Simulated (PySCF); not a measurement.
## C₆ coefficients of unlike pairs at PBE

Calculated with PySCF 2.14 from the dipole response of each species, C₆(A,B) = (3/π) ∫ α_A(iu) α_B(iu) du, in atomic units, from isotropic polarisabilities. For ions this is the dispersion term alone; charge-induced terms of lower order in 1/R come first.

```json
{"species": "Br", "configuration": "[Ar] 3d10 4s2 4p5 (2P)", "basis": "aug-cc-pVTZ-PP with one added diffuse shell each of s, d, f type with ECP10MDF (7s5p5d3f)", "relativity": "core potential", "α (bohr³)": "22.65", "C₆ (like pair)": "183.5"}
{"species": "Mn(3+)", "configuration": "[Ar] 3d4 (5D)", "basis": "aug-cc-pVQZ (9s8p6d4f3g2h)", "relativity": "none", "α (bohr³)": "2.059", "C₆ (like pair)": "5.137"}
{"species": "I(2+)", "configuration": "[Kr] 4d10 5s2 5p3 (4S)", "basis": "aug-cc-pVTZ-PP with one added diffuse shell each of d, f type with ECP28MDF (6s5p5d3f)", "relativity": "core potential", "α (bohr³)": "13.78", "C₆ (like pair)": "92.51"}
{"species": "Pt(3+)", "configuration": "[Xe] 4f14 5d7 (4F)", "basis": "aug-cc-pVTZ-PP with ECP60MDF (6s6p5d3f2g)", "relativity": "core potential", "α (bohr³)": "6.554", "C₆ (like pair)": "37.18"}
```

**Question.** Estimate C₆ for Mn(3+) with Br.

**Answer.** The integral gives 26.03. The combination rule 2 C_A C_B / (C_A α_B/α_A + C_B α_A/α_B) gives 25.75 and the geometric mean 30.70.

No spin-orbit coupling is included.

The other pairs:

```csv
pair,C₆
"I(2+), Mn(3+)",19.71
"I(2+), Br",129.1
"Pt(3+), Mn(3+)",13.63
"Pt(3+), I(2+)",56.19
"Pt(3+), Br",75.62
```
